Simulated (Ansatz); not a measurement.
**Interaction energy ladder**

The pair of H$_{2}$ (SMILES [H][H], atoms 1–2) and CH$_{6}$OSi (SMILES CO[SiH3], atoms 3–11), both closed shells, in one local arrangement (a lower one may exist), relaxed at PBE0-D4/def2-TZVP:

```
11
angstrom
H 0.4819 0.2090 -3.5598
H 0.8453 -0.4402 -3.4925
C -0.1097 0.2716 2.1213
O -0.7867 -0.3611 1.0614
Si -0.2689 -0.2673 -0.4945
H 0.9157 -0.1030 2.2244
H -0.6487 0.0613 3.0465
H -0.0709 1.3586 1.9821
H -1.2299 -1.0502 -1.3034
H 1.1049 -0.8286 -0.6300
H -0.2330 1.1496 -0.9554
```

Program: Ansatz 0.2.0. Basis: def2-TZVPPD, with def2-QZVPPD for the basis limit. Cores are frozen in the correlated methods. B3LYP uses VWN-RPA correlation. Extrapolation: Hartree–Fock as exp(−7.88 √X), correlation as X^−2.97. Interaction energies count from these two fragments, frozen as in the pair, with the counterpoise correction; negative means bound.

(1) What is the interaction energy by CCSD(T) at an estimated basis limit (MP2 extrapolated from triple and quadruple zeta, plus CCSD(T) − MP2 in triple zeta)? (An estimate is asked for; the value comes from the calculation.)

T1 diagnostic: at most 0.011.

## Answers

(1) Computed: -2.5 kJ/mol. Hartree–Fock alone gives 1.7 kJ/mol at the basis limit, so without correlation the pair would not bind at this distance. It counts from the two fragments frozen as in the pair.

The same quantity by other methods in triple zeta, and each one's difference from that estimate:
| method | E_int (kJ/mol) | difference |
| --- | --- | --- |
| PBE-D4 | -3.5 | -1.1 |
| revPBE-D4 | -2.7 | -0.2 |
| BLYP-D4 | -1.6 | 0.8 |
| r2SCAN-D4 | -1.7 | 0.8 |
| B97M-V | -2.6 | -0.2 |
| PBE0-D4 | -3.1 | -0.6 |
| B3LYP-D4 | -2.1 | 0.4 |
| HSE06-D4 | -3.1 | -0.6 |
| wB97X-V | -2.7 | -0.2 |
| wB97M-V | -2.6 | -0.2 |
| B2PLYP | -0.3 | 2.2 |
| HF | 1.7 | 4.2 |
| MP2 | -1.6 | 0.8 |
| CCSD | -1.5 | 1.0 |
| CCSD(T) | -1.9 | 0.6 |
Differences are method less estimate.

Basis-set superposition shift (counterpoise-corrected less uncorrected): CCSD(T) 0.4; MP2 0.4; HF 0.1; PBE0-D4 0.1; wB97M-V 0.1 kJ/mol.

For scale, one of the runs: CCSD(T)/def2-TZVPPD, 261 basis functions, launched by `ansatz run in.yaml --threads 4 --pin off --events-out ev --progress --plain --max-ram 9574MiB`. Time: 81 s of wall clock on 4 CPU threads of an Arm Neoverse V2; the host was shared. Peak host memory: 6.1 GiB.
